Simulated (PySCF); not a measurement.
**K+ (potassium, charge +1) across methods**

[Ar], closed-shell 1S. Calculation: PySCF 2.14, in ANO-RCC-VTZP (6s5p2d1f, 38 functions); scalar relativity by spin-free X2C-1e.

```tsv
method	E (hartree)	mean ε 2p (eV)	mean ε 3s (eV)	mean ε 3p (eV)	Σ⟨r²⟩ (bohr²)	⟨S²⟩
r2SCAN	-602.031	-290.06	-42.812	-25.463	19.40	0.000
PBE0	-601.896	-294.86	-44.821	-26.894	19.43	0.000
TPSSh	-602.080	-290.38	-43.300	-25.850	19.41	0.000
PBE	-601.852	-286.26	-41.412	-24.849	19.48	0.000
M06-2X	-602.075	-303.23	-47.442	-28.723	19.44	0.000
UHF	-601.30932	-319.58	-53.794	-31.843	19.49	0.000
LDA	-600.308	-286.13	-41.281	-24.900	19.53	0.000
BP86	-602.125	-286.53	-41.481	-24.919	19.44	0.000
CAM-B3LYP	-602.091	-295.41	-46.258	-28.367	19.53	0.000
```
